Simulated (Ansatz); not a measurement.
AlClH₆SSi₂, relaxed with RKS PBE0-D4/def2-TZVP in Ansatz 0.2.0 from a PBE-D4/def2-SVP geometry. The force threshold is 0.005 eV/Å; the program also tests the step.

Charge 0, multiplicity 1. The bonds changed during the relaxation, so this is another structure than the one it started from.

Start:

```xyz
11

Si   -1.347    1.313   -1.025
Si   -0.451    0.071    0.758
S     1.853    0.328    0.334
Al    0.816   -1.949    0.419
Cl    0.724   -2.718   -1.567
H    -0.742    0.799   -2.302
H    -2.839    1.108   -1.067
H    -1.055    2.782   -0.881
H    -0.641    0.789    2.074
H     2.224    0.261    1.647
H     1.458   -2.784    1.609
```

```tsv
step	energy (eV)	largest force (eV/Å)	largest move (Å)
1	-45794.6007	0.636	0.000
2	-45794.6347	0.287	0.055
3	-45794.6372	0.054	0.041
4	-45794.6387	0.022	0.029
5 (rejected)	-45794.6386	0.034	0.029
6	-45794.6390	0.007	0.013
7	-45794.6390	0.005	0.002
```

End:

```xyz
11

Si   -1.344    1.309   -1.024
Si   -0.423    0.088    0.743
S     1.835    0.314    0.343
Al    0.807   -1.938    0.421
Cl    0.734   -2.696   -1.548
H    -0.749    0.811   -2.291
H    -2.815    1.094   -1.049
H    -1.063    2.762   -0.879
H    -0.622    0.786    2.045
H     2.191    0.227    1.637
H     1.449   -2.757    1.603
```

Hardware: 4 threads of a server CPU on a shared host. Wall time 21 s, peak host memory 0.79 GiB.
